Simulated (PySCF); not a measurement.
CH3ClI2Si, SMILES C[Si](Cl)(I)I.

Geometry: PBE0-D3(BJ)/def2-SVP. The def2 effective core potentials stand for the cores of I; spin–orbit coupling is left out.

The numbers are results of PBE/def2-TZVP run with PySCF, not measurements.

Gas-phase values at a fixed geometry.

### Question
Estimate the frontier levels, gap, dipole moment and polarisability. (An estimate is asked for; the answer gives what the named calculation found.)

### Answer

The highest occupied level is -6.52 eV and the lowest empty level is -2.29 eV. The orbital gap is 4.23 eV and the dipole moment is 1.67 D. The quadrupole, principal values (traceless, Buckingham form, about the centre of nuclear charge) comes out as -4.10, -0.58, 4.68 D·Å and the mean static polarisability is 116.2 bohr³ (17.21 Å³). The polarisability, principal values is 97.3, 112.9, 138.3 bohr³.
